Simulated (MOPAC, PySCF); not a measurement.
H6AlN3, SMILES `[Al]([NH2])([NH2])[NH2]`, neutral singlet in the gas phase. 

Cartesian coordinates (Å):
SMILES: [NH2][Al]([NH2])[NH2]
```xyz
10

N     -0.7028    -1.6078    -0.2622
Al     0.0000     0.0000     0.0000
N     -1.0565     1.4194     0.1311
N      1.7593     0.1885     0.1311
H     -0.1841    -2.4277    -0.5319
H     -1.6789    -1.8344    -0.1632
H     -2.0331     1.4366    -0.1134
H     -0.7674     2.3258     0.4608
H      2.4133    -0.5671     0.2553
H      2.2504     1.0667     0.0924
```
Charge 0, multiplicity 1.

All levels are single points at this geometry (B3LYP-D3(BJ)/def2-TZVP); Pople sets use spherical d functions. Orbital energies aren't observables, and empty levels follow the basis.

PM6 in MOPAC gives gap (eV) = 11.43.

**Question.** Estimate the gap (eV) from each of these levels: B3LYP-D3(BJ)/def2-TZVP in PySCF; PBE-D3(BJ)/def2-TZVP in PySCF; B3LYP/6-311+G** in PySCF; BP86/6-31G* in PySCF; SVWN5/6-31G* in PySCF; HF/6-31G* in PySCF; HF/STO-3G in PySCF; PM7 in MOPAC.

**Answer.** 
```
level                            gap (eV)
-------------------------------  --------
B3LYP-D3(BJ)/def2-TZVP in PySCF      6.45
PBE-D3(BJ)/def2-TZVP in PySCF        4.78
B3LYP/6-311+G** in PySCF             6.00
BP86/6-31G* in PySCF                 4.89
SVWN5/6-31G* in PySCF                4.75
HF/6-31G* in PySCF                  13.67
HF/STO-3G in PySCF                  18.73
PM7 in MOPAC                        13.50
```
